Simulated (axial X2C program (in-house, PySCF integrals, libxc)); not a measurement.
## MoGe: properties at the nuclei

Computed with an axial X2C code built on PySCF integrals: two-component X2C with atomic mean-field Coulomb and Gaunt terms, Gaussian nuclei, basis Mo dyall-cv3z, Ge dyall-cv3z with contracted cores.

R = 2.466 Å (near the PBE0 minimum at charge 0 of the determinant lowest at the starting distance; the state shown can have its own minimum elsewhere).

Input and command:
```json
{"zs": [42, 32], "q": 0, "bas": ["dyall-cv3z", "dyall-cv3z"], "r0": 2.59, "levels": ["PBE0", "HF", "BHandHLYP", "B3LYP", "r2SCAN"], "nst": 3}
```
```bash
python soeom.py task.json out
```

Keys: zs atomic numbers; q charge; bas basis sets; r0 starting distance in Å; levels methods; nst determinants followed.

Determinant lowest in the PBE0 search, Ω = 3 (⟨Sz⟩ = 2.00, ⟨Lz⟩ = 1.00 at PBE0), spin on the atoms Mo 2.45, Ge -0.45:

| level | Eeff magnitude (GV/cm) | Ws magnitude Mo (kHz) | Ws magnitude Ge (kHz) | A∥/gI Mo (MHz) | qzz Mo (a.u.) | A∥/gI Ge (MHz) | qzz Ge (a.u.) | μ (D) |
| --- | --- | --- | --- | --- | --- | --- | --- | --- |
| PBE0 | 1.1 | 0.206 | 0.0264 | 374 | -0.21 | 174 | -3.76 | -2.36 |
| HF | 1.06 | 0.27 | 0.0937 | 251 | -0.55 | 159 | -3.99 | -2.36 |
| BHandHLYP | 0.882 | 0.163 | 0.0255 | 305 | -0.19 | 165 | -3.97 | -2.64 |
| B3LYP | 1.04 | 0.174 | 0.0119 | 364 | -0.09 | 154 | -3.61 | -2.06 |
| r2SCAN | 1.3 | 0.251 | 0.0394 | 450 | -0.21 | 188 | -3.66 | -2.38 |

Eeff is the effective electric field on the electron electric dipole moment in this Ω state and Ws the scalar–pseudoscalar constant of the nucleus named (defined with the proton number Z and per Ω); A∥ (defined per Ω) follows by multiplying with gI = μI/(I μN); qzz is the electric field gradient, eQq0 = 234.96 MHz × Q/barn × qzz; μ is positive if the Ge end (last atom) is positive. The operators were transformed with the bare-nucleus X2C matrices; with these basis sets, hyperfine constants and field gradients can be off by tens of per cent, and where levels differ in sign neither size nor sign is settled.

Q: With gI(95Mo) = -0.3657, gI(73Ge) = -0.1954, Q(73Ge) = -0.196 barn (g factors from the IAEA table of nuclear moments by Stone; Q from Pyykkö, Mol. Phys. 2018), turn the PBE0 values of the first state into constants in MHz.

A: A∥(95Mo) = 374 × -0.3657 = -137 MHz; A∥(73Ge) = 174 × -0.1954 = -34 MHz; eQq0(73Ge) = 234.96 × (-0.196) × (-3.76) = 173 MHz.

Each state is one determinant with collinear spin, which with several unpaired electrons need not be a pure state. Unrestricted Hartree–Fock can overshoot spin polarisation at the nuclei. With several open shells hyperfine constants can be off by a factor of several. In the state Ω = 3 the atomic spins oppose each other (2.45, -0.45): a broken-symmetry determinant whose values are not spin-projected. Open-shell Ω = 0 determinants with evenly filled partner blocks cannot be reached by this program, so the Ω shown need not be the lowest component. At HF a later determinant lies lower. States lie within half an eV, so the first need not be the ground state. Further determinants of the search, some of them spin-mixed, are not shown. Where a field gradient or hyperfine factor spreads by more than a factor of two over the levels, a constant derived from it is not to be relied on.
